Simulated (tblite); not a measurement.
Record of a relaxation.

Species: C₇H₉BS.
Bonds: B1–C2, C2–C3 (aromatic), C3–C4 (aromatic), C4–C5 (aromatic), C5–S6, S6–C7, C5–C8 (aromatic), C8–C9 (aromatic), C2–C9 (aromatic). Hydrogens: H10, H11 on B1; H12 on C3; H13 on C4; H14, H15, H16 on C7; H17 on C8; H18 on C9.

Computed with GFN2-xTB (tblite), gas phase: L-BFGS steps from a force-field or distance-geometry start until the largest atomic force falls under 0.01 eV/Å. 10 of its 75 geometries are shown.

Step 0: E = -653.2634 eV, largest atomic force 2.396 eV/Å
```
atom  x, y, z in Å  |  force x, y, z in eV/Å
B1     -3.432    0.257   -0.231   -0.498  -1.292   1.955
C2     -1.925   -0.086   -0.314   -0.205   0.827   0.343
C3     -1.393   -0.921   -1.283    0.084  -0.800  -1.196
C4     -0.053   -1.224   -1.367    0.157   0.358   0.875
C5      0.808   -0.693   -0.393    0.605  -0.244  -0.417
S6      2.524   -1.142   -0.561    0.074  -0.191  -0.211
C7      3.433   -0.325    0.775   -0.137   0.771   1.098
C8      0.333    0.140    0.596   -0.884   0.179   0.244
C9     -1.031    0.432    0.640    0.469   0.126  -0.056
H10    -4.228   -0.633   -0.413    0.403   0.752  -0.619
H11    -3.747    0.946    0.698    0.054   0.233  -0.825
H12    -2.038   -1.365   -2.052    0.115   0.300   0.407
H13     0.349   -1.876   -2.115    0.048  -0.126  -0.214
H14     4.395   -0.835    1.011   -0.908   0.267  -0.483
H15     2.782   -0.330    1.678    0.565  -0.245  -0.441
H16     3.612    0.746    0.540    0.052  -0.700  -0.098
H17     0.987    0.564    1.343   -0.029   0.012  -0.017
H18    -1.386    1.087    1.437    0.034  -0.228  -0.344
```

Step 8: E = -653.6883 eV, largest atomic force 0.143 eV/Å
```
atom  x, y, z in Å  |  force x, y, z in eV/Å
B1     -3.428    0.134   -0.058   -0.001  -0.014  -0.019
C2     -1.919   -0.098   -0.290   -0.080  -0.006   0.010
C3     -1.383   -0.923   -1.294   -0.025  -0.050   0.096
C4     -0.040   -1.214   -1.351    0.015   0.002   0.039
C5      0.838   -0.691   -0.400    0.061   0.105   0.026
S6      2.532   -1.150   -0.557    0.052  -0.035   0.033
C7      3.397   -0.299    0.802    0.015   0.004   0.034
C8      0.343    0.150    0.588   -0.034   0.021   0.019
C9     -1.004    0.443    0.621   -0.063  -0.045   0.057
H10    -4.226   -0.594   -0.516    0.064   0.098  -0.047
H11    -3.768    1.007    0.651   -0.004  -0.109  -0.086
H12    -2.041   -1.349   -2.036   -0.049  -0.015   0.001
H13     0.353   -1.873   -2.112    0.011   0.027  -0.049
H14     4.332   -0.837    0.952   -0.094   0.044  -0.075
H15     2.802   -0.352    1.710    0.077  -0.016  -0.054
H16     3.608    0.734    0.524   -0.092  -0.101   0.043
H17     0.979    0.573    1.349    0.082   0.040  -0.054
H18    -1.384    1.081    1.405    0.065   0.051   0.027
```

Step 16: E = -653.7153 eV, largest atomic force 0.131 eV/Å
```
atom  x, y, z in Å  |  force x, y, z in eV/Å
B1     -3.427    0.117   -0.078   -0.088   0.034   0.038
C2     -1.915   -0.130   -0.238   -0.117   0.027   0.040
C3     -1.387   -0.952   -1.248   -0.047   0.091   0.015
C4     -0.041   -1.209   -1.337    0.005   0.006  -0.055
C5      0.841   -0.670   -0.402    0.023  -0.075   0.087
S6      2.518   -1.172   -0.547    0.096   0.029   0.018
C7      3.383   -0.314    0.802    0.038   0.015   0.023
C8      0.354    0.168    0.592    0.021   0.056  -0.020
C9     -0.997    0.437    0.657   -0.005   0.038  -0.063
H10    -4.218   -0.557   -0.620    0.096   0.041  -0.045
H11    -3.797    0.977    0.627   -0.005  -0.031   0.002
H12    -2.053   -1.367   -1.989   -0.032  -0.060   0.031
H13     0.357   -1.827   -2.124    0.022  -0.096  -0.061
H14     4.336   -0.829    0.898   -0.039   0.100  -0.001
H15     2.827   -0.396    1.734    0.055  -0.072  -0.095
H16     3.541    0.730    0.534   -0.015  -0.085   0.038
H17     1.020    0.625    1.303    0.023   0.042   0.057
H18    -1.351    1.109    1.427   -0.032  -0.060  -0.009
```

Step 25: E = -653.7342 eV, largest atomic force 0.102 eV/Å
```
atom  x, y, z in Å  |  force x, y, z in eV/Å
B1     -3.431    0.130   -0.089   -0.028  -0.021  -0.009
C2     -1.918   -0.132   -0.210   -0.031   0.044  -0.003
C3     -1.394   -0.960   -1.217   -0.017   0.036   0.018
C4     -0.046   -1.208   -1.324   -0.022  -0.041  -0.007
C5      0.849   -0.664   -0.401   -0.024  -0.012  -0.005
S6      2.527   -1.180   -0.557    0.022   0.098   0.017
C7      3.391   -0.329    0.798   -0.035   0.004  -0.002
C8      0.366    0.195    0.579    0.007  -0.020   0.027
C9     -0.989    0.448    0.663   -0.003   0.021  -0.010
H10    -4.170   -0.502   -0.741   -0.030   0.044   0.001
H11    -3.849    0.943    0.644    0.055  -0.053  -0.012
H12    -2.075   -1.409   -1.926    0.037  -0.005  -0.017
H13     0.335   -1.835   -2.115    0.038  -0.074   0.008
H14     4.380   -0.775    0.859   -0.045   0.006  -0.052
H15     2.858   -0.491    1.730    0.026  -0.024   0.014
H16     3.477    0.731    0.574   -0.018  -0.009   0.012
H17     1.031    0.672    1.281    0.041  -0.013   0.023
H18    -1.349    1.106    1.441    0.027   0.020  -0.003
```

Step 33: E = -653.7496 eV, largest atomic force 0.071 eV/Å
```
atom  x, y, z in Å  |  force x, y, z in eV/Å
B1     -3.432    0.145   -0.114    0.012   0.010   0.014
C2     -1.915   -0.108   -0.219   -0.011  -0.004   0.028
C3     -1.395   -0.967   -1.203   -0.027   0.001   0.024
C4     -0.052   -1.238   -1.301   -0.027  -0.033   0.023
C5      0.846   -0.658   -0.404   -0.002  -0.018  -0.004
S6      2.534   -1.117   -0.599    0.001  -0.004   0.032
C7      3.384   -0.327    0.799    0.010   0.008  -0.020
C8      0.369    0.207    0.575    0.011  -0.038   0.007
C9     -0.985    0.468    0.660    0.019  -0.020  -0.014
H10    -4.157   -0.413   -0.842   -0.012   0.027   0.009
H11    -3.865    0.878    0.689    0.031  -0.001   0.003
H12    -2.077   -1.440   -1.894   -0.002   0.019  -0.016
H13     0.318   -1.919   -2.053    0.047   0.024  -0.009
H14     4.397   -0.718    0.779    0.014   0.012  -0.007
H15     2.907   -0.598    1.736   -0.011  -0.003  -0.039
H16     3.402    0.749    0.655   -0.011   0.011   0.046
H17     1.045    0.667    1.280   -0.017   0.020  -0.013
H18    -1.332    1.129    1.443   -0.025  -0.011  -0.065
```

Step 41: E = -653.7540 eV, largest atomic force 0.053 eV/Å
```
atom  x, y, z in Å  |  force x, y, z in eV/Å
B1     -3.430    0.152   -0.114    0.043   0.029   0.012
C2     -1.916   -0.116   -0.218    0.006  -0.008   0.029
C3     -1.398   -0.982   -1.197   -0.006   0.018   0.002
C4     -0.054   -1.258   -1.288   -0.007   0.002   0.000
C5      0.844   -0.670   -0.396    0.001   0.003  -0.002
S6      2.538   -1.104   -0.607   -0.010   0.017   0.014
C7      3.384   -0.323    0.797   -0.011  -0.015  -0.022
C8      0.369    0.201    0.578   -0.007  -0.006  -0.013
C9     -0.985    0.463    0.656    0.008  -0.001   0.000
H10    -4.158   -0.368   -0.866   -0.038  -0.002  -0.008
H11    -3.855    0.867    0.710    0.021   0.001   0.005
H12    -2.082   -1.442   -1.895    0.022  -0.025  -0.009
H13     0.327   -1.931   -2.042   -0.001   0.002  -0.007
H14     4.406   -0.687    0.753    0.021   0.009   0.018
H15     2.918   -0.637    1.726    0.009  -0.004   0.018
H16     3.375    0.758    0.694   -0.023   0.002  -0.008
H17     1.045    0.677    1.273   -0.026  -0.010  -0.017
H18    -1.337    1.141    1.422   -0.003  -0.012  -0.013
```

Step 49: E = -653.7557 eV, largest atomic force 0.025 eV/Å
```
atom  x, y, z in Å  |  force x, y, z in eV/Å
B1     -3.428    0.160   -0.112    0.018   0.015   0.001
C2     -1.918   -0.127   -0.218    0.011   0.006  -0.004
C3     -1.398   -0.992   -1.195   -0.001  -0.006  -0.004
C4     -0.053   -1.264   -1.286    0.002  -0.001  -0.013
C5      0.846   -0.674   -0.396   -0.003   0.006  -0.004
S6      2.542   -1.099   -0.611   -0.010  -0.006   0.022
C7      3.383   -0.323    0.800   -0.010   0.000  -0.005
C8      0.367    0.199    0.574    0.005  -0.001   0.006
C9     -0.987    0.457    0.653    0.009   0.005  -0.006
H10    -4.168   -0.332   -0.872   -0.018  -0.004   0.002
H11    -3.834    0.868    0.725   -0.002   0.002   0.000
H12    -2.074   -1.459   -1.896   -0.017  -0.007   0.003
H13     0.326   -1.935   -2.042    0.014  -0.010  -0.010
H14     4.413   -0.660    0.748    0.004   0.010  -0.012
H15     2.933   -0.659    1.729   -0.014  -0.003   0.006
H16     3.343    0.759    0.709    0.001   0.012   0.007
H17     1.039    0.681    1.266    0.008  -0.002   0.004
H18    -1.340    1.141    1.412    0.004  -0.016   0.007
```

Step 58: E = -653.7563 eV, largest atomic force 0.012 eV/Å
```
atom  x, y, z in Å  |  force x, y, z in eV/Å
B1     -3.424    0.165   -0.111    0.002   0.006   0.003
C2     -1.916   -0.129   -0.223    0.000   0.003   0.000
C3     -1.397   -0.994   -1.200   -0.001  -0.006   0.008
C4     -0.051   -1.265   -1.292    0.000   0.000  -0.003
C5      0.846   -0.675   -0.401   -0.001  -0.001   0.002
S6      2.541   -1.106   -0.604   -0.001   0.005   0.004
C7      3.378   -0.319    0.803   -0.002  -0.002  -0.008
C8      0.368    0.196    0.571    0.001  -0.009   0.008
C9     -0.986    0.454    0.650    0.003   0.004  -0.004
H10    -4.177   -0.323   -0.861    0.001  -0.009  -0.007
H11    -3.821    0.877    0.728    0.001   0.005   0.000
H12    -2.076   -1.466   -1.896    0.001   0.007  -0.004
H13     0.332   -1.936   -2.046   -0.006  -0.005  -0.004
H14     4.411   -0.648    0.746    0.001   0.006   0.005
H15     2.933   -0.659    1.733    0.003   0.007  -0.004
H16     3.332    0.762    0.712   -0.010  -0.004   0.002
H17     1.039    0.675    1.267    0.005  -0.002   0.000
H18    -1.340    1.132    1.413    0.004  -0.003   0.001
```

Step 66: E = -653.7567 eV, largest atomic force 0.019 eV/Å
```
atom  x, y, z in Å  |  force x, y, z in eV/Å
B1     -3.420    0.169   -0.110   -0.009   0.002  -0.003
C2     -1.914   -0.128   -0.222    0.000   0.005   0.001
C3     -1.397   -0.994   -1.201    0.003  -0.001   0.002
C4     -0.053   -1.269   -1.294    0.009   0.005   0.003
C5      0.846   -0.683   -0.402    0.010   0.000   0.004
S6      2.542   -1.111   -0.602   -0.005  -0.004   0.004
C7      3.372   -0.315    0.803    0.009   0.010   0.013
C8      0.370    0.188    0.572    0.003  -0.004  -0.002
C9     -0.982    0.451    0.651    0.004  -0.004   0.006
H10    -4.172   -0.326   -0.857   -0.007   0.000  -0.001
H11    -3.815    0.889    0.723   -0.004   0.002  -0.002
H12    -2.078   -1.460   -1.898    0.000   0.001  -0.002
H13     0.327   -1.939   -2.052    0.001  -0.001   0.004
H14     4.409   -0.632    0.747   -0.005   0.004  -0.007
H15     2.933   -0.656    1.736   -0.002  -0.007  -0.012
H16     3.313    0.766    0.711    0.000  -0.004  -0.007
H17     1.044    0.663    1.268   -0.007  -0.005   0.000
H18    -1.334    1.127    1.416    0.002   0.001  -0.001
```

Step 74: E = -653.7568 eV, largest atomic force 0.010 eV/Å
```
atom  x, y, z in Å  |  force x, y, z in eV/Å
B1     -3.420    0.172   -0.112   -0.002   0.000   0.000
C2     -1.913   -0.127   -0.222    0.003   0.004  -0.001
C3     -1.396   -0.993   -1.201   -0.003  -0.002  -0.003
C4     -0.052   -1.270   -1.294    0.001  -0.002   0.003
C5      0.847   -0.686   -0.401    0.001   0.000   0.004
S6      2.543   -1.116   -0.600   -0.008  -0.001  -0.003
C7      3.371   -0.312    0.802    0.007   0.003   0.006
C8      0.371    0.183    0.574    0.002   0.002   0.000
C9     -0.981    0.448    0.652    0.003   0.000   0.004
H10    -4.174   -0.327   -0.855    0.003   0.001  -0.001
H11    -3.814    0.895    0.719    0.001   0.002  -0.002
H12    -2.077   -1.457   -1.900   -0.006  -0.004  -0.005
H13     0.326   -1.941   -2.051    0.004   0.002   0.000
H14     4.410   -0.622    0.745    0.000   0.000  -0.005
H15     2.934   -0.657    1.734    0.005   0.003  -0.001
H16     3.304    0.768    0.708   -0.002  -0.004  -0.002
H17     1.044    0.657    1.272   -0.002  -0.002   0.003
H18    -1.331    1.126    1.418   -0.007   0.000   0.002
```

**Question.** Summarise the path.

**Answer.** The energy falls by 0.4934 eV from step 0 to step 74; nine tenths of that is first reached at step 14. It falls at every step. The largest force goes from 2.396 to 0.010 eV/Å. Among the bonds B1–H10 changes most, from 1.207 to 1.170 Å; the atoms move by 0.211 Å rms after alignment.

What follows is the cost of the whole relaxation. The run took 1.7 s wall on one thread, Intel Xeon at 2.70 GHz (x86_64), no GPU, shared host with 64 logical CPUs at a one-minute load of 55.
